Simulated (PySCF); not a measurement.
Electron correlation in Ne(3+) (neon, charge +3)

[He] 2s2 2p3, high-spin 4S determinant. Computed with PySCF 2.14 in aug-cc-pCVTZ-DK with one added diffuse shell each of s, p, d, f type (8s7p5d3f, 75 functions), with the spin-free X2C one-electron Hamiltonian (Gaussian nucleus). Frozen: 1s2; 5 electrons correlated.

```
  level  correlation energy (mhartree)
   CCSD                        -119.51
    (T)                          -0.99
CCSD(T)                        -120.50
```

Diagnostics: T1 = 0.0021, D1 = 0.0053, largest double amplitude 0.022.

Question: Is a single reference adequate?

Answer: Yes: T1 lies below 0.03 and no double amplitude reaches 0.07.
